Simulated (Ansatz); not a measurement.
The cluster ZrO3H2, relaxed as a singlet with RKS PBE-D4/def2-TZVP in Ansatz, starting from the GFN1-xTB geometry. Force threshold 0.02 eV/Å.

In the def2 sets Zr takes a core potential; there is no spin–orbit coupling. The structure holds 1 bond(s) between oxygen atoms. In the singlet, H5 and H6 lie 0.78 Å apart (atoms count from 1), so H2 has formed as a molecule. Another isomer (singlet) lies 5.21 eV lower at PBE0-D4/def2-TZVP; other spin states weren't run for this one.

Start:

Cartesian coordinates in Å:
```
Zr -0.042 -0.175 0.282
O -0.771 1.470 -0.366
O -1.241 0.443 -1.074
O -0.358 -1.072 1.793
H 0.774 -1.273 -0.969
H 1.638 0.606 0.333
```

Problem. Estimate the energy that the relaxation releases and the steps that it takes.

Solution. 94.4 kcal/mol, in 28 steps; 28 s on 4 threads of Arm Neoverse V1 on a shared host. The force fell under the threshold at step 26, but the optimiser went on. No frequencies were taken in this run, so the end may be a saddle point.

Problem. Does the start keep its bonding and symmetry?

Solution. By distances, no bond broke or formed. The bond that changes most is Zr1–H6, from 1.85 to 2.39 Å (atoms count from 1). A close non-bonded pair moves further: H5–H6, from 2.44 to 0.78 Å. Point group Cs at the start, Cs at the end, both within 0.05 Å.

Problem. Predict the relaxed structure.

Solution. 
```xyz
6

Zr   -0.197    0.181   -0.103
O    -1.493    1.656    0.109
O    -2.010    0.577   -0.778
O    -0.137   -0.969    1.260
H     1.794   -0.919    0.068
H     2.043   -0.526   -0.557
```
Bond lengths: 3 × O–Zr 1.78 to 1.98 Å; 1 × O–O 1.49 Å; 2 × H–Zr 2.28 to 2.39 Å.
